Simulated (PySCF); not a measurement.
# Tm⁶³⁺ (thulium, charge +63): Hartree-Fock from Schrödinger to Dirac-Coulomb-Breit

Occupied: 1s1/2, 2s1/2, 2p1/2. Hartree-Fock calculated with PySCF 2.14 in an uncontracted even-tempered set (19 s from 15 bohr⁻², ratio 2.3; 15 p from 18 bohr⁻², ratio 2.3), Gaussian nucleus throughout. NR is non-relativistic, sf-X2C the spin-free one-electron X2C Hamiltonian, X2C adds the bare one-electron spin-orbit term, X2C-SNSO screens it by Boettger's factors, DC is four-component Dirac-Coulomb, and the Gaunt and Breit terms are added at first order (total energies over the DC spinors, levels after relaxing the spinors in that mean field). QED terms are absent. Levels marked empty are virtual spinors of this ion.

```csv
Hamiltonian,E (hartree),E − E(DC) (hartree),CPU seconds
X2C,-7451.3835,1.5983,0.2
X2C-SNSO,-7449.4656,3.5163,0.2
DC,-7452.9819,0.0000,8.7
DC+Gaunt,-7444.7132,8.2687,19
DC+Breit,-7445.1379,7.8439,56
```

| level (eV) | X2C | X2C-SNSO | DC | DC+Gaunt | DC+Breit |
| --- | --- | --- | --- | --- | --- |
| 1s1/2 | -66330.0 | -66332.0 | -66384.6 | -66218.7 | -66224.1 |
| 2s1/2 | -15929.0 | -15929.6 | -15936.8 | -15919.6 | -15921.1 |
| 2p1/2 | -15713.5 | -15687.8 | -15695.1 | -15659.5 | -15663.6 |
| 2p3/2 (empty) | -14300.8 | -14310.0 | -14311.4 | -14294.4 | -14298.4 |
| 3s1/2 (empty) | -6665.5 | -6665.6 | -6667.4 | -6662.6 | -6663.3 |

Weight of the small component: 1s1/2 0.0671, 2s1/2 0.0161, 2p1/2 0.0160, 2p3/2 0.0147, 3s1/2 0.00662.

Koopmans' value for the highest occupied level at DC+Breit: 15663.6 eV, against an ionisation energy of 15663 ± 19 eV (theoretical estimate listed by NIST; NIST Atomic Spectra Database, ionization energies); the former lacks relaxation, correlation, QED and recoil.

The whole ladder took 88 s of wall time on 1 thread of Intel(R) Xeon(R) 6975P-C (shared host), launched as `OMP_NUM_THREADS=1 python relrun2.py TASK.json OUT` (a driver that calls PySCF for each Hamiltonian).
